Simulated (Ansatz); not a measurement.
Consider the formal exchange of groups at the Se–C bond: `OC[SeH]` + `[GaH3]` → `[GaH2][SeH]` + CH₃OH.

Isolated molecules relaxed with PBE0-D4/def2-TZVP in Ansatz; ΔE leaves out vibrations. CBS: MP2 limit from def2 TZ/QZ plus the TZ coupled-cluster correction, frozen cores. This one scheme is used for every species. DFT in def2-TZVPP. HSE06 is defined as in plane-wave codes. For Ga, Se outer-core shells are correlated without core-valence functions, which leaves a few kJ/mol of doubt a bond. Scalar relativity is left out up to krypton. One conformer a species, not always the lowest.

| level | ΔE (kcal/mol) | difference from CCSD(T)/CBS |
| --- | --- | --- |
| LDA (SPW92) | -35.3 | 3.0 |
| r2SCAN0-D4 | -38.4 | -0.1 |
| HSE06-D4 | -37.4 | 0.9 |
| BHLYP-D4 | -38.9 | -0.6 |
| CAM-B3LYP-D4 | -36.7 | 1.6 |
| ωB97M-V | -36.5 | 1.8 |
| PBE | -36.1 | 2.2 |
| BLYP | -36.2 | 2.1 |
| r2SCAN | -37.5 | 0.8 |
| PBE0 | -37.6 | 0.7 |
| r2SCANh | -37.9 | 0.4 |
| BHLYP | -38.7 | -0.4 |
| LC-ωPBE | -36.9 | 1.4 |
| CCSD/def2-TZVPP | -37.8 | 0.5 |
| MP2/def2-QZVPP | -38.5 | -0.2 |
| MP2/CBS(def2) | -39.0 | -0.7 |
| CCSD(T)/CBS | -38.3 | 0 |

Largest T1 diagnostic among the species: 0.013.

Leaving LDA and LC-ωPBE aside and taking each functional with its dispersion term where it has one, the values, not all of them listed here, spread over 4.2 kcal/mol, from BHLYP-D4 to revPBE-D4. LDA lies +0.9 kcal/mol from PBE without D4. In def2-TZVPP, CCSD(T) changes the Hartree–Fock value by +2.5 kcal/mol (the triples alone add +0.4 kcal/mol) and MP2 by +1.8 kcal/mol.
